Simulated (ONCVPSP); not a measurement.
**germanium (Ge), ONCV: configuration errors across variants**

ONCVPSP 4.0.1 input, shortened (lines: element, Z, core and valence counts, functional; n l f; lmax; l rc ep ncon nbas qcut; lloc lpopt rc5 dvloc0; l nproj debl; icmod fcfact rcfact), LDA (Perdew-Zunger), fully relativistic:

```
  Ge 32.00    3    5        3      upf
    1    0    2.00
    2    0    2.00
    2    1    6.00
    3    0    2.00
    3    1    6.00
    3    2   10.00
    4    0    2.00
    4    1    2.00
    2
    0    0.95    0.00    4    9   14.80
    1    0.90    0.00    4    7   12.90
    2    0.85    0.00    4    9   22.50
    4    5    0.75    0.00
    0    2    1.00
    1    3    3.00
    2    2    0.80
    0    0.00    0.00
```

Open shells are filled in proportion to 2j + 1.

In the d channel the program set the typed energies aside and used -1.077, 0.250 Ha (j = l + 1/2; the other j can differ).

All-electron excitation energies from the reference (eV): (1) 3s2 3p6 3d10 4s2 4p1 7.639; (2) 3s2 3p6 3d10 4s2 4p0 23.358; (3) 3s2 3p6 3d10 4s1 4p0 58.576; (4) 3s2 3p6 3d10 4s1 4p3 8.040.

2 further variants failed, have other tests or another functional or relativity, and are left out.

A true bound ghost makes a file unfit for plane-wave use even where its test errors are small: the radial tests pick states by their node count and pass the ghost by.

Errors AE − PS in meV (a dash: test not solved or not reliable):

| change | (1) | (2) | (3) | (4) | bound ghosts | GHOST(+) flags above zero |
| --- | --- | --- | --- | --- | --- | --- |
| base | +0.8 | +2.3 | +5.2 | +0.2 | none | none |
| d: rc 0.98 | +0.8 | +2.3 | +5.2 | +0.2 | none | none |
| local potential polynomial inside 0.70 bohr (lpopt 3, dvloc0 0 Ha) | +0.8 | +2.3 | +5.1 | +0.2 | none | none |

Task: Give the same row for: s: qcut 11.2; p: qcut 9.8; d: qcut 17.1.

Result: +4.1, +11, +16, -2.5; bound ghosts: p1/2; GHOST(+) flags above zero: p3/2.
